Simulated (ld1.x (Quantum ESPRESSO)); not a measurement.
# P (Z = 15): one change to an ultrasoft potential, before and after

P (Z = 15), ultrasoft, made with ld1.x (Quantum ESPRESSO) 7.5 (LDA (PZ), scalar-relativistic). Core [Ne], reference 3s2 3p3. Waves: 3s (bound): rcut 1.30, rcutus 1.45 bohr; 3s channel at 2.7 Ry: rcut 1.30, rcutus 1.45 bohr; 3p (bound): rcut 1.75, rcutus 2.10 bohr; 3p channel at 1.35 Ry: rcut 1.75, rcutus 2.10 bohr. Local part: all-electron potential smoothed inside 1.80 bohr (lloc = -1). Core correction: none. Augmentation charge: built from norm-conserving waves at rcut, not smoothed further.

Change: wave 3s channel at 2.7 Ry: rcut 1.30, rcutus 1.45 bohr becomes 3s channel at -0.45 Ry: rcut 1.30, rcutus 1.45 bohr.

Cutoffs: the cutoffs (Ry, on a coarse ladder) from which the occupation-weighted sum of valence levels, in a spherical-Bessel basis at the reference potential, stays within 10 and 1 mRy of its value at 400 Ry; they do not see the model core or the augmentation charge, which bear on the density cutoff. Errors are all-electron minus pseudo energies relative to the spin-unpolarised reference configuration.

Q: What does the change do?

A: The potential gets neither clearly harder nor softer (18 Ry and 21 Ry → 18 Ry and 21 Ry); the errors of the 9 common tests hardly move; the range in which the s phases agree narrows (upper end at the end of the scan → 3.7); neither file shows a bound ghost.

| quantity | base | changed |
| --- | --- | --- |
| cutoff, loose | 18 Ry | 18 Ry |
| cutoff, tight | 21 Ry | 21 Ry |
| bound ghosts | none | none |
| error for 3s2 3p2, meV [ΔE 9.82 eV] | +2.4 | +2.3 |
| error for 3s2 3p1, meV [ΔE 29.07 eV] | +27 | +27 |
| error for 3s2 3p0, meV [ΔE 58.96 eV] | +129 | +126 |
| error for 3s2 3p3.3, meV [ΔE -1.34 eV] | +0.1 | +0.1 |
| error for 3s1 3p3, meV [ΔE 18.89 eV] | +7.9 | +7.7 |
| error for 3s0 3p5, meV [ΔE 17.14 eV] | +10 | +10 |
| error for 3s2 3p2.5, meV [ΔE 3.82 eV] | +0.2 | +0.2 |
| error for 3s2 3p3 (spin-polarised), meV [ΔE -1.51 eV] | +120 | +120 |
| error for 3s2 3p2 (spin-polarised), meV [ΔE 8.98 eV] | +83 | +83 |
| s: phases at 2.31 bohr within 0.05 rad from the reference energy up to (Ry; the scan ends near 5) | to the end of the scan | 3.7 |
| p: phases at 2.31 bohr within 0.05 rad from the reference energy up to (Ry; the scan ends near 5) | 4.6 | 4.6 |
| lowest overlap eigenvalue by channel | s 0.23, p 0.79 | s 0.19, p 0.79 |
